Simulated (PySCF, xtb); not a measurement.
B(H)2(OH) (BH3O), SMILES BO.

GFN2-xTB in xtb at its own geometry gives an orbital gap of 5.72 eV and a dipole moment of 1.92 D.

Geometry: PBE0-D3(BJ)/def2-TZVP.

Q: What does M06-2X/def2-TZVPD (PySCF) give? (Estimate from the structure and the level; the computed values follow.)

A: gap 10.37 eV (levels -10.29 and 0.08 eV), dipole 1.52 D.
